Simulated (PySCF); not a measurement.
SMILES C#CCCBr (C4H5Br), singlet (PBE/def2-SVP optimised geometry):

```
10

C      2.039    -0.766     0.000
C      0.816    -0.766     0.000
C     -0.645    -0.722    -0.006
C     -1.158     0.707    -0.220
Br    -3.120     0.766    -0.236
H      3.120    -0.781     0.002
H     -1.043    -1.120     0.953
H     -1.044    -1.383    -0.806
H     -0.831     1.383     0.591
H     -0.824     1.119    -1.190
```

Method: PBE/def2-TZVP (PySCF).

Question: What are the frontier orbital energies and the dipole moment?

Answer: HOMO-2 -6.82 eV, HOMO-1 -6.73 eV, HOMO -6.73 eV, LUMO -1.45 eV, LUMO+1 -0.26 eV; dipole moment 1.35 D.

Meta-Löwdin charges at PBE/def2-TZVP: C1 -0.22, C2 -0.03, C3 -0.20, C4 -0.19, Br5 -0.10, H6 0.18, H7 0.15, H8 0.15, H9 0.14, H10 0.14.
